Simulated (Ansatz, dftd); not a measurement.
Species: SiHBrF, charge 0, doublet. SiHBrF (SMILES F[SiH]Br, doublet).
B3LYP-D3(BJ)/def2-TZVP minimum from Ansatz (a program for electronic structure):
```
Si
F 1 1.6033
H 1 1.4894 2 106.85
Br 1 2.2298 3 108.31 2 117.10
```
Charge 0, spin multiplicity 2.

Property: atomisation energy (electronic, to ground-state atoms), in kcal/mol. Open shells are spin-unrestricted; no spin-orbit coupling. Correlated methods leave the cores frozen (noble-gas shells, and filled d and f shells in the p block). No relativity. CBS(X,Y): correlation extrapolated as X^-3, Hartree-Fock from the larger set. A bracket is a step between two methods taken in the basis named. Double hybrids freeze cores in their MP2 part. Where a partner has so few electrons that a lower coupled-cluster level is exact, that level stands in. Spin-orbit terms, left out, reach several kcal/mol for Br and I, and more for heavier atoms.

```tsv
level	program	atomisation energy (kcal/mol)	difference against the last row
HF/def2-SVP	Ansatz	203.2	-85.1
PBE0-D4/def2-TZVPD	Ansatz + dftd4	285.0	-3.3
r2SCANh/def2-TZVPD	Ansatz	288.5	0.2
CAM-B3LYP/def2-TZVPD	Ansatz	284.3	-4.0
wB97X-V/def2-TZVPD	Ansatz	287.4	-0.9
wB97M-V/def2-TZVPD	Ansatz	284.7	-3.6
B2PLYP-D3(BJ)/def2-TZVPD	Ansatz + dftd3	283.9	-4.4
CCSDT(Q)/def2-SVP	Ansatz	257.3	-31.0
CCSD(T)/CBS(def2-TZVPP,def2-QZVPP) + [CCSDT(Q) - CCSD(T)]/def2-SVP	Ansatz	288.3	0.0
```
